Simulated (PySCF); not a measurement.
**Zr³⁰⁺: ionisation energy**

Zr³⁰⁺ [Ne] (1S) → Zr³¹⁺ [He] 2s2 2p5 (2P), as a difference of total energies. Computed with PySCF 2.14 in an uncontracted even-tempered set (17 s from 9.9 bohr⁻², ratio 2.2; 11 p from 13 bohr⁻², ratio 2.2; 6 d from 58 bohr⁻², ratio 2.4; 5 f from 87 bohr⁻², ratio 2.4; 4 g from 130 bohr⁻², ratio 2.4), with the non-relativistic Hamiltonian (point nucleus). Correlated levels: nothing frozen; virtual orbitals above 40 to 60 times the deepest correlated orbital energy dropped. The calculations carry no spin-orbit coupling.

| method | ionisation energy (eV) |
| --- | --- |
| UHF | 3779.9 |
| LDA | 3778.5 |
| PBE | 3778.4 |
| PBE0 | 3779.3 |
| r2SCAN | 3781.2 |
| B97-3 | 3779.6 |
| revPBE | 3778.2 |
| MP2 (all electrons) | 3781.5 |
| SCS-MP2 (all electrons) | 3781.4 |

A first-order spin-orbit estimate (lowest level to lowest level, LS coupling) adds -26.227 eV.

The gap to the reference is mostly relativistic.

For comparison: 3788 ± 2.1 eV (semi-empirical (NIST evaluation); NIST Atomic Spectra Database, ionization energies).
